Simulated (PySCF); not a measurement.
Sn(Cl)(OH)3 (ClH₃O₃Sn), SMILES [OH][Sn]([OH])([OH])[Cl]. Coordinates come from a PBE-D3(BJ)/def2-SVP optimisation. The def2 effective core potentials stand for the cores of Sn; spin–orbit coupling is left out. The values are those of a single conformer.

**Question.** Give the equilibrium geometry at PBE-D3(BJ)/def2-SVP (PySCF confirms it by a frequency run) as a Z-matrix, and its point group. (Estimate from the structure and the level; the computed values follow.)

**Answer.** One answer among several that fit: point group C3.
```
Sn
O 1 1.9895
H 2 0.9786 1 108.64
O 1 1.9895 2 108.91 3 170.65
H 4 0.9786 1 108.64 2 -70.69
O 1 1.9895 2 108.91 3 -70.69
H 6 0.9786 1 108.64 2 170.65
Cl 1 2.3717 2 110.03 3 49.98
```
Charge 0, spin multiplicity 1.
